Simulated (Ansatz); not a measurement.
`[AlH2][SiH]([SiH3])[SiH3]` + `C=CCC#N` → `C=C[SiH]([SiH3])[SiH3]` + `N#C[CH2][AlH2]`  (formal exchange of groups at the Si–Al bond)

Isolated molecules relaxed with PBE0-D4/def2-TZVP in Ansatz; ΔE leaves out vibrations. CCSD(T)/CBS is the MP2 limit (def2-TZVPP, def2-QZVPP) plus CCSD(T) − MP2 in def2-TZVPP, frozen cores. One conformer a species, not always the lowest.

```
                    species  SCS-MP2/def2-QZVPP energy (Eh)
`[AlH2][SiH]([SiH3])[SiH3]`                     -1114.54307
                  `C=CCC#N`                      -209.76855
   `C=C[SiH]([SiH3])[SiH3]`                      -949.20334
           `N#C[CH2][AlH2]`                      -375.11622
```

Question: Work out ΔE.

Answer: ΔE = (-949.20334) + (-375.11622) − (-1114.54307) − (-209.76855) = -0.00794 Eh = -5.0 kcal/mol. CCSD(T)/CBS gives -3.5 kcal/mol.

Largest T1 diagnostic among the species: 0.014.
